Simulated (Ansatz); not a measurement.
Ideal-gas functions of `F[B@H-]1[Cl+][B@H-](F)[Cl+]1` at 600 K and 1 bar, from an Ansatz frequency run at PBE0-D4/def2-TZVP.

Molar mass 132.54 g/mol, point group C2h (symmetry number 2), electronic degeneracy 1, moments of inertia 164.014, 253.331, 388.041 u Å². Harmonic wavenumbers (cm⁻¹, unscaled): 17, 218, 231, 241, 350, 351, 359, 552, 556, 576, 918, 1007, 1050, 1056, 1234, 1252, 2687, 2687.

Use S(trans) = R[1.5 ln M + 2.5 ln T − 1.1517]; rotational temperatures θ = 24.2544 K / I; S(rot) = R[ln(√π/σ · √(T³/θAθBθC)) + 1.5]; for each mode x = 1.438777 ν̃/T, S = R[x/(eˣ − 1) − ln(1 − e⁻ˣ)] and H = RT x/(eˣ − 1); 1 cm⁻¹ = 0.0119627 kJ/mol; R = 8.31446 J/(mol·K).

Question: By hand: the entropy, in J/(mol·K).

Answer: Translation 184.3. Rotation: θ = 0.1479, 0.0957, 0.0625 K, giving 120.5. Vibration, mode by mode: 34.92, 13.80, 13.33, 12.99, 10.01, 9.99, 9.81, 6.56, 6.51, 6.26, 3.25, 2.75, 2.54, 2.51, 1.79, 1.73, 0.10, 0.10, in all 138.9. Electronic 0.0. Sum 443.7 J/(mol·K).

Question: By hand: H − E and G − E in kJ/mol, counted from the electronic energy.

Answer: Zero-point energy ½ × 15342 × 0.0119627 = 91.8; thermal vibration 39.1; translation, rotation and pV give 4 RT = 20.0. H − E = 150.9 kJ/mol, and G − E = 150.9 − 600 × 443.7/1000 = -115.3 kJ/mol.

Vibration gives 31 % of the entropy, 34.9 J/(mol·K) of it from the mode under 150 cm⁻¹: soft modes count most, and the harmonic formula is weakest for them.
